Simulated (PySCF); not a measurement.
## Two-component Hartree-Fock for Nd⁺ (neodymium, charge +1)

Start: [Xe] 4f4 6s1; 4f5/2 filled at m_j = -1/2, +1/2, +3/2, +5/2; 6s1/2 filled at m_j = -1/2. Calculated with PySCF 2.14 in x2c-QZVPPall-2c: generalised Hartree-Fock with the X2C-1e Hamiltonian and a Gaussian nucleus; one run each with spin-orbit coupling (SO) switched off, then screened by Boettger's factors.

| spinor shell | electrons | ε, spin-free (eV) | ε, screened SO (eV) | weight of nominal j (screened SO) | rms radius, screened SO (bohr) |
| --- | --- | --- | --- | --- | --- |
| 1s1/2 | 2 | -43788.8 | -43782.2 | 1.000 | 0.0269 |
| 2s1/2 | 2 | -7200.4 | -7198.3 | 1.000 | 0.109 |
| 2p1/2 | 2 | -6430.8 | -6795.6 | 1.000 | 0.0938 |
| 2p3/2 | 4 | -6430.8 | -6271.5 | 1.000 | 0.0998 |
| 3s1/2 | 2 | -1613.7 | -1613.0 | 1.000 | 0.283 |
| 3p1/2 | 2 | -1365.6 | -1440.2 | 1.000 | 0.275 |
| 3p3/2 | 4 | -1365.6 | -1332.5 | 1.000 | 0.288 |
| 3d3/2 | 4 | -1021.2 | -1035.0 | 0.997 | 0.260 |
| 3d5/2 | 6 | -1021.2 | -1011.2 | 0.998 | 0.263 |
| 4s1/2 | 2 | -345.79 | -345.55 | 1.000 | 0.645 |
| 4p1/2 | 2 | -261.84 | -279.27 | 0.981 | 0.668 |
| 4p3/2 | 4 | -261.84 | -253.93 | 0.991 | 0.694 |
| 4d3/2 | 4 | -139.34 | -145.64 | 0.771 | 0.762 |
| 4d5/2 | 6 | -139.34 | -134.91 | 0.847 | 0.767 |
| 5s1/2 | 2 | -55.990 | -55.946 | 1.000 | 1.59 |
| 5p1/2 | 2 | -33.316 | -36.159 | 0.919 | 1.79 |
| 5p3/2 | 4 | -33.316 | -32.026 | 0.960 | 1.89 |
| 4f5/2 | 4 | -17.730 | -17.733 | 0.699 | 1.15 |
| 6s1/2 | 1 | -10.068 | -10.069 | 1.000 | 4.49 |

| quantity | spin-free | screened SO |
| --- | --- | --- |
| E (hartree) | -9617.36859 | -9622.20099 |
| M_J | 7/2 | 7/2 |
| ⟨J²⟩ | 20.761 | 20.189 |
| ⟨L²⟩ | 42.009 | 41.899 |
| ⟨S²⟩ | 8.752 | 8.731 |

The determinant has a definite M_J but mixes levels of different J.

Each row is a mean over spinors that exchange with the open shell spreads, by up to 10.020 eV (4d3/2).

Rows whose weight is well below 1 are mixtures of j = l ± 1/2: exchange outweighs spin-orbit coupling there, and the label is only the starting occupation.

Breit and QED terms are absent; they matter most for the inner s and p1/2 levels.

Densities and radii are taken from the X2C orbitals without a picture-change correction, which distorts them close to the nucleus.

Without spin-orbit coupling the j labels of p, d and f shells carry no meaning; the spin-free column gives the mean over the occupied spinors of each nl shell, and its ⟨J²⟩ belongs to a mixture of degenerate components.
